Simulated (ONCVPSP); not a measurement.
# gold ONCV: all-electron and pseudo phase curves

gold (Au), optimised norm-conserving Vanderbilt (ONCV), made with ONCVPSP 4.0.1 (PBE, scalar-relativistic). Core [Kr] 4d10 4f14, reference 5s2 5p6 5d10 6s0.5 (charge +0.5). Waves: 5s+6s: rc 1.20 bohr, ncon 4, nbas 8, qcut 7.5 1/bohr, 2 projectors; 5p: rc 1.60 bohr, ncon 4, nbas 7, qcut 10.9 1/bohr, 2 projectors, debl 3.9 Ha; 5d: rc 1.20 bohr, ncon 4, nbas 7, qcut 6.8 1/bohr, local. Local part: the d channel. Core correction: Teter function, fcfact 4.75, rcfact 1.45.

The phase is arctan(r·R′/R) of the radial function R(r), unwrapped; energies in Ha, scanned from -6 to 5 Ha. A pole is an energy at which the radial function vanishes at the test radius. The pseudo phase is shifted by a multiple of π to meet the all-electron one at the reference energy, and phase errors are pseudo minus all-electron; the curves can meet again beyond the range given. Levels narrower than the energy grid can be missing from the lists of poles.

```tsv
channel	radius (bohr)	reference energy (Ha)	poles, all-electron	poles, pseudo	unbroken range about the reference energy with phases within 0.05 rad	phase error 1 Ha above the reference energy (rad)
s	1.22	-0.34	-1.91	-1.91	the whole range	-0.000
p	1.62	-2.35	-1.70	-1.70	the whole range	-0.000
d	1.22	-0.40	4.91	4.58	the whole range	-0.002
```

Phases in the p channel:

```
E (Ha)  all-electron  pseudo
 -5.96         1.294   1.294
 -5.68         1.279   1.278
 -5.40         1.260   1.260
 -5.12         1.238   1.238
 -4.84         1.211   1.211
 -4.56         1.175   1.175
 -4.28         1.126   1.126
 -4.00         1.055   1.055
 -3.72         0.940   0.940
 -3.44         0.729   0.729
 -3.16         0.280   0.279
 -2.88        -0.495  -0.495
 -2.60        -1.061  -1.061
 -2.32        -1.327  -1.327
 -2.04        -1.468  -1.468
 -1.76        -1.555  -1.555
 -1.48        -1.618  -1.618
 -1.20        -1.668  -1.668
 -0.92        -1.711  -1.711
 -0.64        -1.751  -1.751
 -0.36        -1.791  -1.791
 -0.08        -1.834  -1.834
  0.20        -1.881  -1.881
  0.48        -1.937  -1.937
  0.76        -2.006  -2.006
  1.04        -2.095  -2.095
  1.32        -2.217  -2.217
  1.60        -2.391  -2.391
  1.88        -2.645  -2.645
  2.16        -2.996  -2.996
  2.44        -3.393  -3.393
  2.72        -3.735  -3.735
  3.00        -3.979  -3.979
  3.28        -4.145  -4.146
  3.56        -4.260  -4.261
  3.84        -4.343  -4.344
  4.12        -4.406  -4.407
  4.40        -4.454  -4.455
  4.68        -4.493  -4.494
  4.96        -4.525  -4.526
```
